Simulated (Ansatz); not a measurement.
`C#[C][Hf]([Cl])([Cl])[Cl]` + `[F][In]([Cl])[Cl]` → `[Cl][Hf]([Cl])([Cl])[Cl]` + `C#[C][In]([F])[Cl]` at 500 K and 1 bar (redistribution).

Computed with Ansatz on PBE0-D4/def2-TZVP structures; ΔE is electronic, products minus reactants. CCSD(T)/CBS adds triple-zeta CCSD(T) − MP2 to the extrapolated MP2 energy (def2 sets, frozen cores). def2 core potentials past Kr. For Hf, In outer-core shells are correlated without core-valence functions, which leaves a few kJ/mol of doubt a bond.

| species | CCSD(T)/CBS energy (Eh) | H − E (kJ/mol) | S (J/(mol·K)) |
| --- | --- | --- | --- |
| `C#[C][Hf]([Cl])([Cl])[Cl]` | -1504.12469 | 109.0 | 477.9 |
| `[F][In]([Cl])[Cl]` | -1209.28900 | 43.5 | 379.5 |
| `[Cl][Hf]([Cl])([Cl])[Cl]` | -1887.32756 | 55.9 | 427.9 |
| `C#[C][In]([F])[Cl]` | -826.10583 | 97.1 | 418.1 |

H − E and S are ideal-gas, rigid-rotor, harmonic terms from PBE0-D4/def2-TZVP. 1 Eh = 2625.50 kJ/mol, R = 8.31446 J/(mol·K).

By hand: ΔE, ΔH, ΔS and ΔG.

ΔE = (-1887.32756) + (-826.10583) − (-1504.12469) − (-1209.28900) = -0.01970 Eh = -51.7 kJ/mol. Δ(H − E) = 55.9 + 97.1 − 109.0 − 43.5 = 0.5, so ΔH = -51.2 kJ/mol. ΔS = 427.9 + 418.1 − 477.9 − 379.5 = -11.4 J/(mol·K). ΔG = -51.2 − 500 × (-11.4)/1000 = -45.5 kJ/mol.

By hand: the equilibrium constant, and the temperature at which ΔG would vanish if ΔH and ΔS stayed fixed.

log₁₀ K = −ΔG/(RT ln 10) = 4.8. ΔG = 0 at ΔH/ΔS = 4491 K, far beyond where these terms or the molecules hold.

The number of gas molecules stays the same, so ΔS is small and ΔH decides. A doubt of 5 kJ/mol in ΔE shifts log₁₀ K by 0.5 here. These are equilibria of isolated gas molecules and say nothing of rates. Largest T1 diagnostic: 0.015 (customary marks: 0.02 for closed shells, 0.045 for open ones).
